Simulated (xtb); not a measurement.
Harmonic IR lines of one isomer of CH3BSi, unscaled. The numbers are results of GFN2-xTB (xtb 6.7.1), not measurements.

wavenumber (cm⁻¹): 67 (w), 456 (m), 584 (m), 677 (w), 808 (vw), 897 (m), 997 (w), 2112 (vs), 2178 (m), 3164 (w)

Q: Name which structure gives these lines.
(A) `B1C=[SiH]1`
(B) `B=C=[SiH2]`
(C) `B1=C[SiH2]1`

A: C, `B1=C[SiH2]1`
